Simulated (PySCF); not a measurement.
## How methods differ on the excitation energy of Bi⁺

Bi⁺ [Xe] 4f14 5d10 6s2 6p2 (3P) → Bi⁺ [Xe] 4f14 5d10 6s1 6p3, s spin flipped, as a difference of total energies. Computed with PySCF 2.14 in ANO-RCC-VTZP, with scalar relativity by spin-free X2C-1e. Correlated levels: valence and next inner shell: [Kr] 4d10 4f14 frozen. The calculations carry no spin-orbit coupling.

| method | excitation energy (eV) |
| --- | --- |
| UHF | 12.462 |
| MP2 (valence and next inner shell) | 10.858 |
| SCS-MP2 (valence and next inner shell) | 10.819 |

Question: How much does correlation contribute at MP2 (valence and next inner shell)?

Answer: 10.858 − (12.462) = -1.604 eV, measured against UHF.

Spin-orbit coupling is strong in these open shells (close to jj coupling). The scalar numbers leave it out and a first-order estimate fails, so it can dominate the gap to the real levels.

The upper determinant mixes two multiplicities, so it lies between the two terms.

The coupled-cluster amplitudes are large for the upper state (T1 above 0.03 or a double amplitude above 0.15), so a single reference is strained.
